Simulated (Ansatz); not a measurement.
Relaxed structures of SiH$_{3}$TeO (charge -1), closed shell (PBE0-D4/def2-TZVPD; forces vanish, vibrations not checked; lower isomers may exist, and structures with a doubtful reference or unclear bonds are left out; Å). Ansatz 0.2.0; basis: def2-TZVPPD; cores frozen in the correlated methods. Filled d shells of the heavier atoms are correlated. Core potentials replace the inner electrons of the atoms past krypton. The def2 sets are not built for correlating such inner shells, so the correlated values are less sure here.

Rank them by CCSD(T) energy, lowest first, and give each one's height above the lowest. Links in brackets join atoms within 1.22 times the sum of their covalent radii (1.1 for two metals). (An estimate is asked for; the value comes from the calculation.)
A.
SiH₃TeO ([O][Te][SiH3]), total charge -1
```
6
angstrom
O 1.2314 -2.1043 1.3760
Te -0.2710 -1.8712 0.2726
Si -0.2237 0.5607 -0.2943
H -1.3978 0.8678 -1.1801
H 0.9884 1.0393 -1.0409
H -0.3273 1.5077 0.8667
```
B.
SiH₃TeO ([OH][Te][SiH2]), total charge -1
```
6
angstrom
O 1.2866 -2.2663 1.3187
Te -0.6289 -1.7250 0.9265
Si 0.0859 0.5510 0.0770
H -0.6737 0.5951 -1.2445
H 1.7696 -1.4734 1.0420
H -0.8618 1.4442 0.8702
```
C.
SiH₃TeO ([O][TeH][SiH2]), total charge -1
```
6
angstrom
O 1.4814 -2.0141 1.6659
Te -0.1823 -1.7661 0.9080
Si -0.4685 0.3844 -0.5348
H -0.0705 -2.7267 -0.4912
H 1.0112 0.4742 -0.8981
H -0.3611 1.2452 0.7266
```

The calculation gives: B (0.000 eV), A (0.434 eV), C (1.472 eV). Heights count from the lowest.

T1 diagnostic: at most 0.020.

For scale, one of the runs: CCSD(T)/def2-TZVPPD, 198 basis functions, launched by `ansatz run in.yaml --threads 2 --pin off --events-out ev --progress --plain --max-ram 4352MiB`. Hardware: 2 CPU threads of an Arm Neoverse V2, shared host. Wall time 100 s; peak host memory 2.5 GiB.
